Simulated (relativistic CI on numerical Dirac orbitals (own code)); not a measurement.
L2,3 absorption of iron in several valence states

Computed multiplet spectra 2p⁶3dⁿ → 2p⁵3dⁿ⁺¹ (Dirac-Coulomb-Breit ions, Slater integrals scaled by 0.8, an assumed crystal field that grows with the charge, no charge transfer; 300 K; Lorentzian 0.4 eV and Gaussian 0.3 eV FWHM at both edges, so that L2 comes out sharper than in experiment). Peaks over 5 % are given in eV from the highest peak in the L3 region of each spectrum (height, largest 100). S of the lowest state is read from ⟨S²⟩, and the branching ratio is the share of L3, cut at the minimum between the edges.

Field parameters in Wybourne normalisation: Oh B⁴₀ = 21Dq, B⁴₄ = √(5/14) B⁴₀. The field is a parameter set, without covalency.

- Fe³⁺ (d5, Oh, 10Dq = 21100 cm⁻¹): S = 2.50, high spin, branching ratio 0.77; peaks -2.7 (41), 0.0 (100), 1.5 (22), 3.6 (7), 10.5 (13), 12.4 (9), 13.1 (16), 14.6 (12)
- Fe⁴⁺ (d4, Oh, 10Dq = 25900 cm⁻¹): S = 1.35, low spin, branching ratio 0.71; peaks -4.1 (30), -2.4 (48), -0.8 (78), 0.0 (100), 1.1 (80), 9.6 (21), 10.7 (38), 11.9 (41), 13.2 (23), 14.9 (12), 16.1 (7)
- Fe⁵⁺ (d3, Oh, 10Dq = 30650 cm⁻¹): S = 1.50, branching ratio 0.59; peaks -4.2 (35), -2.1 (46), -1.5 (37), -0.5 (71), 0.0 (80), 0.9 (70), 1.4 (71), 4.7 (11), 5.4 (8), 6.9 (7), 9.6 (37), 10.9 (100), 12.2 (37), 13.4 (33), 14.0 (47)

Problem. What spin state follows for Fe²⁺ in Oh, 10Dq = 16350 cm⁻¹, and does its branching ratio lie nearer 2/3 or nearer 0.8?

Solution. Fe²⁺ (d6, Oh, 10Dq = 16350 cm⁻¹): S = 0.03, low spin, branching ratio 0.66; peaks -2.0 (7), 0.0 (100), 1.9 (34), 3.5 (5), 12.0 (53), 13.2 (16). High-spin states, above all those with an unquenched orbital moment, raise the ratio above the statistical 2/3; low spin and nearly empty shells keep it near or below 2/3.

The centroid of the whole edge, which also moves with the branching ratio, lies at 714.7 (Fe²⁺), 716.2 (Fe³⁺), 720.1 (Fe⁴⁺), 726.0 (Fe⁵⁺) eV in this ionic model, in steps of 1.5 to 5.9 eV. Compounds show about 1 to 2 eV a unit and lower energies for the high valences, since ligands screen the charge. The multiplet shape follows the d count and the spin state, and so serves as a fingerprint of valence. Fe⁴⁺ lies at a spin crossover.
